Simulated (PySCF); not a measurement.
Trends in electronic spectra. Computed with TDDFT wB97X-D/def2-SVPD, vertical, gas phase, core orbitals frozen in the response, def2 core potentials past Kr (PySCF 2.14.0, density-fitted response routines). Geometries: PBE0-D3(BJ)/def2-SVP; one conformer of each isolated species. Triplets are in the Tamm–Dancoff approximation. Atoms past krypton carry core potentials; spin–orbit coupling is left out.

Problem. Rank by computed HOMO–LUMO gap, lowest first.
A. `[Ga]([Cl])([I])[Cl]`
B. `N=[SiH2]`
C. `[NH2][GeH2][S][GeH2][CH]=C`
D. `FC(F)(F)c1ccn[nH]1`
E. `C[C](=S)[GeH2][NH][GeH3]`

Solution. E (7.39 eV), A (9.31 eV), B (9.60 eV), C (10.00 eV), D (11.11 eV).

```tsv
SMILES	gap (eV)	LUMO (eV)	first f ≥ 0.01 (nm)	T1 (eV)	HOMO (eV)	S1 mainly
C[C](=S)[GeH2][NH][GeH3]	7.39	-0.64	269	1.65	-8.03	H→L (96%)
[Cl][Ga]([Cl])[I]	9.31	-0.81	256	4.43	-10.12	H→L (97%)
N=[SiH2]	9.60	0.05	225	3.40	-9.54	H→L (99%)
C=[CH][GeH2][S][GeH2][NH2]	10.00	1.15	217	4.38	-8.85	H→L (83%)
FC(F)(F)c1ccn[nH]1	11.11	1.27	184	–	-9.83	H-1→L (74%)
```

H and L stand for HOMO and LUMO; a dash means that no computed state gives the value.

- `C[C](=S)[GeH2][NH][GeH3]`: S1 has the pattern of n→π* at C=S.
- `[Cl][Ga]([Cl])[I]`: Löwdin shares by element: HOMO iodine 87%, gallium 6%; LUMO gallium 36%, chlorine 33%, iodine 31%.
- `N=[SiH2]`: Löwdin shares by element: HOMO nitrogen 68%, silicon 17%, hydrogen 14% or more; LUMO silicon 54%, nitrogen 24%, hydrogen 21% or more.
- `C=[CH][GeH2][S][GeH2][NH2]`: Löwdin shares by element: HOMO sulfur 71%, germanium 15%, carbon 4% or more; LUMO carbon 49%, germanium 15% or more, sulfur 15% (atoms not listed hold the other 21%).
- `FC(F)(F)c1ccn[nH]1`: Löwdin shares by element: HOMO carbon 49% or more, nitrogen 36% (atoms not listed hold the other 16%); LUMO nitrogen 39%, carbon 35% or more (atoms not listed hold the other 26%).
